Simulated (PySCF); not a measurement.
C₄H₉B, singlet, geometry from GFN2-xTB; PySCF with CASSCF(4,3)/6-31G.

PySCF was given this input:
```python
from pyscf import gto, scf, mcscf
import numpy

mol = gto.M(
    atom='''
B    -0.34534845    0.92490459    0.79565116
C     0.42838477   -0.34815975    0.27007509
C    -0.41915859   -1.36306632   -0.42564819
C    -0.27480099   -1.72001943   -1.68851839
H     0.85235962   -0.81635926    1.16815313
H     1.27884591   -0.08366778   -0.36232682
H    -1.20982503   -1.79745752    0.17288548
H     0.50055676   -1.30189980   -2.31050391
H    -0.92067516   -2.44259787   -2.15799800
H    -1.49696067    0.86806634    1.01039215
C     0.42225172    2.27137875    1.04740003
H     0.14433768    2.73588389    1.99205490
H     0.13206105    2.98479136    0.27454956
H     1.50598069    2.18791811    1.01468646
''',
    basis='6-31g',
    verbose=4,
)

mf = scf.RHF(mol)
mf.kernel()
mc = mcscf.CASSCF(mf, 3, 4)
mc.fix_spin_(ss=0.0)
mc.kernel()
occ = numpy.linalg.eigvalsh(mc.fcisolver.make_rdm1(mc.ci, mc.ncas, mc.nelecas))[::-1]
ss = mc.fcisolver.spin_square(mc.ci, mc.ncas, mc.nelecas)[0]
print('natural occupations', occ.round(4), ' <S^2>', round(ss, 4))
```

The log (banner, timings and long lists left out):

```
PySCF version 2.14.0

[INPUT] verbose = 4
[INPUT] num. atoms = 14
[INPUT] num. electrons = 38
[INPUT] charge = 0
[INPUT] spin (= nelec alpha-beta = 2S) = 0
[INPUT] symmetry False subgroup None
[INPUT] Mole.unit = angstrom
[INPUT] Symbol           X                Y                Z      unit          X                Y                Z       unit  Magmom
[...]
nuclear repulsion = 149.665496254494
number of shells = 43
number of NR pGTOs = 146
number of NR cGTOs = 63
basis = 6-31g
ecp = {}

******** <class 'pyscf.scf.hf.RHF'> ********
method = RHF
initial guess = minao
damping factor = 0
level_shift factor = 0
DIIS = <class 'pyscf.scf.diis.CDIIS'>
diis_start_cycle = 1
diis_space = 8
diis_damp = 0
SCF conv_tol = 1e-09
SCF conv_tol_grad = None
SCF max_cycles = 50
direct_scf = True
direct_scf_tol = 1e-13
Set gradient conv threshold to 3.16228e-05
Initial guess from minao.
init E= -182.115272281919
[...]
cycle= 1 E= -181.255697684206  delta_E= 0.86  |g|= 0.322  |ddm|=    3
[...]
cycle= 2 E= -181.299042523215  delta_E= -0.0433  |g|= 0.0855  |ddm|= 0.486
[...]
cycle= 3 E= -181.302215465016  delta_E= -0.00317  |g|= 0.0343  |ddm|= 0.165
[...]
cycle= 4 E= -181.302565765989  delta_E= -0.00035  |g|= 0.00529  |ddm|= 0.0406
[...]
cycle= 5 E= -181.302579838899  delta_E= -1.41e-05  |g|= 0.00107  |ddm|= 0.0115
[...]
cycle= 6 E= -181.302580567977  delta_E= -7.29e-07  |g|= 0.000342  |ddm|= 0.00259
[...]
cycle= 7 E= -181.302580638411  delta_E= -7.04e-08  |g|= 9.61e-05  |ddm|= 0.000857
[...]
cycle= 8 E= -181.302580644818  delta_E= -6.41e-09  |g|= 3.12e-05  |ddm|= 0.000267
[...]
cycle= 9 E= -181.302580645452  delta_E= -6.34e-10  |g|= 1.01e-05  |ddm|= 7.73e-05
[...]
Extra cycle  E= -181.302580645513  delta_E= -6.09e-11  |g|= 4.32e-06  |ddm|= 1.98e-05
converged SCF energy = -181.302580645513

******** <class 'pyscf.mcscf.mc1step.CASSCF'> ********
CAS (2e+2e, 3o), ncore = 17, nvir = 43
max_cycle_macro = 50
max_cycle_micro = 4
conv_tol = 1e-07
conv_tol_grad = None
orbital rotation max_stepsize = 0.02
orbital rotation threshold for CI restart = 0.01
augmented hessian ah_max_cycle = 30
augmented hessian ah_conv_tol = 1e-12
augmented hessian ah_linear dependence = 1e-14
augmented hessian ah_level shift = 1e-08
augmented hessian ah_start_tol = 2.5
augmented hessian ah_start_cycle = 3
augmented hessian ah_grad_trust_region = 3
kf_trust_region = 3
kf_interval = 4
ci_response_space = 4
ci_grad_trust_region = 3
with_dep4 0
natorb = False
canonicalization = True
sorting_mo_energy = False
ao2mo_level = 2
internal_rotation = False
******** <class 'pyscf.fci.addons.SpinPenaltyFCISolver'> ********
max. cycles = 50
conv_tol = 1e-08
davidson only = True
linear dependence = 1e-12
level shift = 0.001
max iter space = 12
nroots = 1
pspace_size = 400
spin = None
CASCI E = -181.302679031781  S^2 = 0.0000000
Set conv_tol_grad to 0.000316228
macro iter   1 (  7 JK    2 micro), CASSCF E = -181.302692060794  dE = -1.30290131e-05  S^2 = 0.0000000
               |grad[o]|=0.000303  |grad[c]|=0.0029  |ddm|=0.00128  |maxRot[o]|=0.0561
macro iter   2 (  7 JK    2 micro), CASSCF E = -181.302711900946  dE = -1.98401521e-05  S^2 = 0.0000000
               |grad[o]|=0.000312  |grad[c]|=0.00219  |ddm|=0.000336  |maxRot[o]|=0.0577
macro iter   3 (  7 JK    2 micro), CASSCF E = -181.302742850629  dE = -3.09496830e-05  S^2 = 0.0000000
               |grad[o]|=0.000368  |grad[c]|=0.00237  |ddm|=0.00245  |maxRot[o]|=0.0625
macro iter   4 (  7 JK    2 micro), CASSCF E = -181.302768049418  dE = -2.51987884e-05  S^2 = 0.0000000
               |grad[o]|=0.000445  |grad[c]|=0.00333  |ddm|=0.00132  |maxRot[o]|=0.0418
macro iter   5 (  7 JK    2 micro), CASSCF E = -181.302797463053  dE = -2.94136355e-05  S^2 = 0.0000000
               |grad[o]|=0.000533  |grad[c]|=0.00179  |ddm|=0.00125  |maxRot[o]|=0.0499
macro iter   6 ( 12 JK    3 micro), CASSCF E = -181.302888005178  dE = -9.05421247e-05  S^2 = 0.0000000
               |grad[o]|=0.000632  |grad[c]|=0.00344  |ddm|=0.00199  |maxRot[o]|=0.0663
[...]
macro iter   9 ( 21 JK    4 micro), CASSCF E = -181.311750311587  dE = -6.48331142e-03  S^2 = 0.0000000
               |grad[o]|=0.00688  |grad[c]|=0.0178  |ddm|=0.012  |maxRot[o]|=0.302
macro iter  10 ( 12 JK    3 micro), CASSCF E = -181.313706115075  dE = -1.95580349e-03  S^2 = 0.0000000
               |grad[o]|=0.00763  |grad[c]|=0.00957  |ddm|=0.00432  |maxRot[o]|=0.124
macro iter  11 (  7 JK    2 micro), CASSCF E = -181.314125644590  dE = -4.19529515e-04  S^2 = 0.0000000
               |grad[o]|=0.0037  |grad[c]|=0.00318  |ddm|=0.00137  |maxRot[o]|=0.0647
macro iter  12 (  7 JK    2 micro), CASSCF E = -181.314162539706  dE = -3.68951157e-05  S^2 = 0.0000000
               |grad[o]|=0.00132  |grad[c]|=0.000551  |ddm|=0.000231  |maxRot[o]|=0.0699
macro iter  13 (  7 JK    2 micro), CASSCF E = -181.314176060106  dE = -1.35204004e-05  S^2 = 0.0000000
               |grad[o]|=0.000638  |grad[c]|=0.00128  |ddm|=0.0002  |maxRot[o]|=0.0699
macro iter  14 (  7 JK    2 micro), CASSCF E = -181.314188335304  dE = -1.22751977e-05  S^2 = 0.0000000
               |grad[o]|=0.000566  |grad[c]|=0.00268  |ddm|=5.5e-05  |maxRot[o]|=0.0683
macro iter  15 (  7 JK    2 micro), CASSCF E = -181.314196472996  dE = -8.13769205e-06  S^2 = 0.0000000
               |grad[o]|=0.000543  |grad[c]|=0.00398  |ddm|=0.000192  |maxRot[o]|=0.0699
macro iter  16 (  7 JK    2 micro), CASSCF E = -181.314205357906  dE = -8.88491022e-06  S^2 = 0.0000000
               |grad[o]|=0.000547  |grad[c]|=0.00461  |ddm|=0.000232  |maxRot[o]|=0.0699
macro iter  17 (  7 JK    2 micro), CASSCF E = -181.314215727256  dE = -1.03693495e-05  S^2 = 0.0000000
               |grad[o]|=0.000572  |grad[c]|=0.00505  |ddm|=0.000307  |maxRot[o]|=0.0699
macro iter  18 (  7 JK    2 micro), CASSCF E = -181.314228392511  dE = -1.26652552e-05  S^2 = 0.0000000
               |grad[o]|=0.000563  |grad[c]|=0.00475  |ddm|=0.000432  |maxRot[o]|=0.0698
macro iter  19 (  7 JK    2 micro), CASSCF E = -181.314243172207  dE = -1.47796958e-05  S^2 = 0.0000000
               |grad[o]|=0.00056  |grad[c]|=0.00388  |ddm|=0.000639  |maxRot[o]|=0.0698
macro iter  20 (  7 JK    2 micro), CASSCF E = -181.314259064964  dE = -1.58927573e-05  S^2 = 0.0000000
               |grad[o]|=0.000536  |grad[c]|=0.00223  |ddm|=0.000838  |maxRot[o]|=0.0698
macro iter  21 (  7 JK    2 micro), CASSCF E = -181.314274592413  dE = -1.55274486e-05  S^2 = 0.0000000
               |grad[o]|=0.000505  |grad[c]|=0.000446  |ddm|=0.001  |maxRot[o]|=0.0698
macro iter  22 (  7 JK    2 micro), CASSCF E = -181.314287967717  dE = -1.33753040e-05  S^2 = 0.0000000
               |grad[o]|=0.000454  |grad[c]|=0.000853  |ddm|=0.00102  |maxRot[o]|=0.0698
macro iter  23 (  7 JK    2 micro), CASSCF E = -181.314297851460  dE = -9.88374299e-06  S^2 = 0.0000000
               |grad[o]|=0.000394  |grad[c]|=0.00088  |ddm|=0.0009  |maxRot[o]|=0.0698
macro iter  24 (  7 JK    2 micro), CASSCF E = -181.314303739044  dE = -5.88758468e-06  S^2 = 0.0000000
               |grad[o]|=0.000307  |grad[c]|=0.000148  |ddm|=0.000707  |maxRot[o]|=0.0698
macro iter  25 (  6 JK    2 micro), CASSCF E = -181.314305570698  dE = -1.83165355e-06  S^2 = 0.0000000
               |grad[o]|=0.000216  |grad[c]|=0.000684  |ddm|=0.000318  |maxRot[o]|=0.0499
macro iter  26 (  6 JK    1 micro), CASSCF E = -181.314305834018  dE = -2.63320345e-07  S^2 = 0.0000000
               |grad[o]|=0.000118  |grad[c]|=0.000429  |ddm|=7.45e-05  |maxRot[o]|=0.0267
macro iter  27 (  4 JK    1 micro), CASSCF E = -181.314305854362  dE = -2.03432649e-08  S^2 = 0.0000000
               |grad[o]|=8.18e-05  |grad[c]|=8.33e-05  |ddm|=1.11e-05  |maxRot[o]|=0.00414
1-step CASSCF converged in  27 macro (222 JK  58 micro) steps
CASSCF canonicalization
Density matrix diagonal elements [1.98765427 1.99919286 0.01315287]
CASSCF energy = -181.314305854362
CASCI E = -181.314305854362  E(CI) = -5.49416666778765  S^2 = 0.0000000
natural occupations [1.9999 1.987  0.0131]  <S^2> 0.0
```
